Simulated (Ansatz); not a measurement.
Mulliken charges of C3H4BF, SMILES `C#CB(C)F` from PBE/def2-TZVPP in Ansatz (PBE0-D4/def2-TZVP geometry).

```tsv
atom	x (Å)	y (Å)	z (Å)	charge (e)
C1	0.073	2.391	0.160	-0.089
C2	0.158	1.246	-0.210	-0.195
B3	0.245	-0.225	-0.624	0.270
C4	-0.175	-1.389	0.319	-0.350
F5	0.691	-0.485	-1.849	-0.192
H6	0.002	3.406	0.477	0.216
H7	0.059	-2.373	-0.090	0.108
H8	-1.256	-1.336	0.498	0.115
H9	0.290	-1.283	1.303	0.117
```

Question: By hand: the dipole of these point charges (1 e Å = 4.8032 D).

Answer: Σ q r = (-0.146, 0.238, 0.405) e Å, of length 0.492 e Å = 2.36 D.

Question: How does the dipole of the full density compare? (Best estimate.)

Answer: Ansatz gave: (-0.109, 0.082, 0.283) e Å, 1.51 D; the point charges give 1.56 times that, at 14° from its direction.

Point charges leave out the atoms' own dipoles, such as those of lone pairs, and Mulliken's split depends on the basis, so the two needn't agree.
